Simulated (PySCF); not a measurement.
# Electron correlation in W⁺ (tungsten, charge +1)

[Xe] 4f14 5d3 6s2, high-spin 4F determinant (an excited configuration). Computed with PySCF 2.14 in def2-TZVPPD with the def2 core potential (60 electrons) (6s5p3d2f1g, 59 functions), with scalar relativity through the core potential. Frozen: nothing; 13 electrons correlated.

MP2 pair energies summed by pair of shells (mhartree):

```csv
pair,energy,share (%)
5p-5p,-78.54,27.0
5p-5d,-77.83,26.8
5d-6s,-36.51,12.6
5p-6s,-33.54,11.5
5s-5p,-20.14,6.9
6s-6s,-19.64,6.8
5d-5d,-13.48,4.6
5s-5d,-6.63,2.3
5s-5s,-3.42,1.2
5s-6s,-1.16,0.4
```

Total MP2 correlation energy: -290.89 mhartree.

Same-spin part -90.49 and opposite-spin part -200.40 mhartree; SCS-MP2 scales them by 1/3 and 6/5 to -270.65 mhartree.

The basis has no tight functions for the innermost shells, so their pair energies are far from complete.

This basis was not built for core-valence correlation, so the inner-shell part is incomplete.
